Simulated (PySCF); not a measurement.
Species: C5H9F3O.
Z-matrix (Å and degrees, PBE0-D3(BJ)/def2-SVP geometry), rows numbered from 1:
```
C 
C   1  1.5175
O   2  1.4043  1  113.94
C   3  1.3954  2  115.00  1   -73.50
C   4  1.5154  3  107.50  2  -172.28
C   5  1.5029  4  113.38  3  -179.21
F   6  1.3398  5  111.81  4    60.52
F   6  1.3354  5  111.36  4  -179.39
F   6  1.3398  5  111.76  4   -59.36
H   1  1.1006  2  110.22  3  -174.99
H   1  1.1006  2  110.40  3   -55.47
H   1  1.1006  2  112.25  3    65.30
H   2  1.1011  1  109.84  3   118.23
H   2  1.1095  1  110.22  3  -124.15
H   4  1.1089  3  110.90  2   -52.14
H   4  1.1069  3  112.10  2    67.37
H   5  1.0997  4  109.85  3   -58.28
H   5  1.0997  4  109.93  3    59.75
```

Linear response at wB97X-D/def2-SVPD (PySCF, frozen core in the response, non-relativistic).

Static isotropic polarisability: 69.34 au (10.28 Å³), principal values 62.8, 64.1, 81.1 au.

**Question.** What is the polarisability at 1064 nm and at the sodium D line?

**Answer.** 69.72 au at 1064 nm (+0.5 %), 70.58 au at 589.3 nm (+1.8 %). The rise at 589.3 nm is 3.32 times that at 1064 nm; a pure ω² law gives 3.26. The lowest singlet lies at 160 nm, shorter than both wavelengths.

**Question.** What is the isotropic C6 coefficient between two such molecules, C6 = (3/π)∫α(iω)² dω?

**Answer.** 2425 au (Eh·bohr⁶) by a ten-point quadrature over imaginary frequencies, which is 1450 eV·Å⁶ or 140 J·nm⁶/mol.

**Question.** Which effective excitation energy ω̄ makes London's formula C6 = (3/4)α²ω̄ exact here?

**Answer.** ω̄ = 4·C6/(3α²) = 0.672 Eh = 18.3 eV. A one-pole form α(ω) = α/(1 − ω²/ω̄²) fitted to the 1064 nm value gives 15.9 eV. London's choice of the ionisation energy (10.05 eV, ΔSCF at the same level) gives C6 = 1330 au, 45 % too low.

**Question.** The lowest 6 singlets have (eV, f): 7.74, 0.017; 8.46, 0.009; 8.62, 0.030; 8.66, 0.036; 9.05, 0.019; 9.13, 0.003. What share of the static polarisability do they carry in the sum over states α = Σ f/ω²?

**Answer.** 1.15 au, 1.7 % of α; the largest term, 0.35 au, is that of the state at 8.66 eV. Their oscillator strengths add up to 0.11. Higher states carry the rest.

**Question.** What three-body coefficient follows from the one-pole estimate C9 = (3/4)·α·C6?

**Answer.** 126000 au. This is an estimate from the two numbers above, not a computed integral.

**Question.** What molar refraction at the D line follows from R = (4π/3)·N_A·α′, with α′ the polarisability volume?

**Answer.** α′ = 10.46 Å³ gives R = 26.38 cm³/mol, for isolated, non-vibrating species.

One conformer stands for the species.

The pairwise dispersion term of wB97X-D wasn't added to the energies; at a given geometry it leaves orbitals and properties as they are.
